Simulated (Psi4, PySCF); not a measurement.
Psi4 was given this input:
```
memory 2 GB

molecule mol {
1 1
  V    -0.000000   -0.000000   -0.000000
  F     1.057870    0.736194   -0.922122
  F     0.755225   -0.971428    0.998671
  F    -0.994290   -0.840294   -0.903700
  F    -0.818805    1.075528    0.827152
}

set basis sto-3g
set reference rks
set scf_type pk
set puream true
set d_convergence 1e-8
set dft_radial_points 99
set dft_spherical_points 590

energy('pbe')
print_variables()
```

Problem. Give the equivalent PySCF input.

Solution. Several could match; the one computed here: 
```python
from pyscf import gto, scf, dft

mol = gto.M(
    atom='''
V    -0.00000000   -0.00000000   -0.00000000
F     1.05787016    0.73619422   -0.92212232
F     0.75522470   -0.97142821    0.99867095
F    -0.99429019   -0.84029363   -0.90370040
F    -0.81880467    1.07552761    0.82715177
''',
    basis='sto-3g',
    charge=1,
    verbose=4,
)

mf = dft.RKS(mol)
mf.xc = 'pbe'
mf.grids.atom_grid = (99, 590)
mf.grids.prune = None
mf.kernel()
```

Both were run: Psi4 gave -1327.371556 Eh and PySCF -1327.371557 Eh, 0.000 mEh apart.
